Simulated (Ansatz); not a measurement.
Abridged output of a molecular run in Ansatz:

```
Functional definition: HF
1163 factors; integrals over basis functions are off by at most 1.2e-3 eV
mean field evaluation 1: about -12099.5461 eV, gradient 3.2e1 eV
mean field evaluation 2: about -12099.5510 eV, gradient 3.2e1 eV
mean field evaluation 4: about -12102.8117 eV, gradient 4.2e0 eV
mean field evaluation 8: about -12102.8731 eV, gradient 3.3e-4 eV
mean field -12102.87311094 eV, -444.7723832050 hartree, gradient 2.5e-6 eV, S^2 0.000000; 0 other end points of the search recorded, 0 dependent functions left out; unrestricted orbitals would lower it
9 core orbitals not correlated: weight in the atoms' cores, before any rotation towards them, 1.000 or more for the frozen orbitals, at most 0.000 for the correlated occupied ones
reference -12102.87311094 eV, -444.7723832050 hartree; 14, 14 occupied and 91, 91 virtual orbitals, 1163 factors
second order -17.56764751 eV of doubles, -0.00000000 eV of singles
cycle   1  -18.51466231 eV  change   -9.5e-1 eV  update   1.0e-1
cycle   2  -19.09438207 eV  change   -5.8e-1 eV  update   3.2e-2
cycle   3  -19.19003310 eV  change   -9.6e-2 eV  update   1.3e-2
cycle   4  -19.18928817 eV  change    7.4e-4 eV  update   4.1e-3
cycle   5  -19.19005833 eV  change   -7.7e-4 eV  update   1.4e-3
cycle   6  -19.18977588 eV  change    2.8e-4 eV  update   4.2e-4
cycle   7  -19.18969697 eV  change    7.9e-5 eV  update   1.4e-4
cycle   8  -19.18970896 eV  change   -1.2e-5 eV  update   5.1e-5
cycle   9  -19.18969146 eV  change    1.8e-5 eV  update   1.8e-5
perturbative correction -0.70073832 eV, -0.0257516582 hartree
Total energy: -12122.76354072 eV, -445.5033430173 hartree
```

Its atoms:

```xyz
13

C     1.764   -1.010   -0.244
C     0.954   -0.014    0.064
Si    0.368    1.707    0.012
C    -0.454    0.122    0.586
C    -1.574   -0.600   -0.126
H     2.737   -0.834   -0.692
H     1.492   -2.048   -0.059
H    -0.001    2.300   -1.294
H     0.818    2.695    1.018
H    -0.511    0.054    1.675
H    -2.550   -0.231    0.196
H    -1.503   -0.464   -1.208
H    -1.540   -1.677    0.071
```

Task: Which basis set was used?
A. def2-SVP
B. cc-pV(T+d)Z
C. def2-TZVPPD
D. def2-TZVPP

Result: A. It gives 114 functions.

Task: Write the keys of the input that set method, charge and spin (a neutral closed shell needs none for the last two).

Result: 
```yaml
correlation: {method: ccsd_t}
```
